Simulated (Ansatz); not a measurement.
Reaction (cleavage of the Si–Si bond): `O[SiH2][SiH2][SiH2]F` + H₂S → `O[SiH2][SiH2]S` + `F[SiH3]`

Program: Ansatz. Geometries: PBE0-D4/def2-TZVP. ΔE: electronic, gas phase. CCSD(T)/CBS adds triple-zeta CCSD(T) − MP2 to the extrapolated MP2 energy (def2 sets, frozen cores). This one scheme is used for every species. Functionals use def2-TZVPP. B3LYP here is the variant with VWN-RPA as its local correlation; programs differ in this. One conformer a species, not always the lowest.

(1) Is it downhill or uphill in electronic energy at CCSD(T)/CBS, and by how much? (An estimate is asked.)

(2) What do these levels give: B3LYP-D4, ωB97M-V, PBE, HF/def2-TZVPP, MP2/def2-QZVPP, CCSD/CBS(def2)? (An estimate is asked.)

Largest T1 diagnostic among the species: 0.013.

Answers

(1) The calculation gave: Downhill: ΔE = -0.59 eV.

(2) Computed: B3LYP-D4 -0.56, ωB97M-V -0.61, PBE -0.49, HF/def2-TZVPP -0.65, MP2/def2-QZVPP -0.68, CCSD/CBS(def2) -0.59 eV.
